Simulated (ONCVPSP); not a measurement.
# ytterbium (Yb), ONCV: configuration errors across variants

ONCVPSP 4.0.1 input, shortened (lines: element, Z, core and valence counts, functional; n l f; lmax; l rc ep ncon nbas qcut; lloc lpopt rc5 dvloc0; l nproj debl; icmod fcfact rcfact), LDA (Perdew-Wang 92), scalar-relativistic:

```
  Yb 70.00   10    4  -001012      upf
    1    0    2.00
    2    0    2.00
    2    1    6.00
    3    0    2.00
    3    1    6.00
    3    2   10.00
    4    0    2.00
    4    1    6.00
    4    2   10.00
    4    3   13.00
    5    0    2.00
    5    1    6.00
    5    2    1.00
    6    0    2.00
    2
    0    1.60    0.00    4    8    6.60
    1    1.75    0.00    3    6    9.70
    2    3.30    0.00    3    8    5.30
    4    5    1.05    1.00
    0    3    1.80
    1    2    1.10
    2    1    3.60
    3    5.50    1.05
```

In the p channel the program set the typed energies aside and used -1.145, 0.250 Ha.

All-electron excitation energies from the reference (eV): (1) 5s2 5p6 5d1 6s1 7.465; (2) 5s2 5p6 5d1 6s0 20.855; (3) 5s2 5p6 5d1 6s1.5 3.027.

4 further variants failed, have other tests or another functional or relativity, and are left out.

Errors AE − PS in meV (a dash: test not solved or not reliable):

| change | (1) | (2) | (3) | bound ghosts | GHOST(+) flags above zero |
| --- | --- | --- | --- | --- | --- |
| base | 0.0 | +7.2 | -0.2 | none | s, p |
| d: rc 2.84 | +0.4 | +11 | -0.2 | none | s, p |
| core correction none | +0.2 | +8.4 | -0.2 | none | s, p |
| d: nbas 7 | 0.0 | +7.5 | -0.2 | none | s, p |

(1) Give the same row for: p: ncon 4, nbas 7.

## Answers

(1) 0.0, +7.1, -0.2; bound ghosts: none; GHOST(+) flags above zero: s, p.
